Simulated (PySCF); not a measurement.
**Excitation energy of Ca⁺ by level of theory**

Ca⁺ [Ar] 4s1 (2S) → Ca⁺ [Ar] 3d1 (2D), as a difference of total energies. All numbers are calculated (PySCF 2.14, scalar relativity by spin-free X2C-1e, in x2c-TZVPPall with one added diffuse shell each of s, p, d type (7s6p4d, 45 functions)). Correlated levels: valence and next inner shell: [Ne] frozen. The calculations carry no spin-orbit coupling.

```csv
method,excitation energy (cm⁻¹),error (cm⁻¹)
UHF,19051,+5364
LDA,12955,-731
PBE,12196,-1490
PBE0,13017,-670
r2SCAN,11947,-1740
BHandHLYP,14771,+1084
r2SCAN0,13000,-687
wB97M-V,13151,-535
M06-2X,15157,+1470
MP2 (valence and next inner shell),21834,+8147
SCS-MP2 (valence and next inner shell),21439,+7752
```

Reference: 13687 cm⁻¹ (measured; NIST levels, between the centres of gravity of the two terms).

Errors of the correlated levels include the incompleteness of this basis and the frozen core.
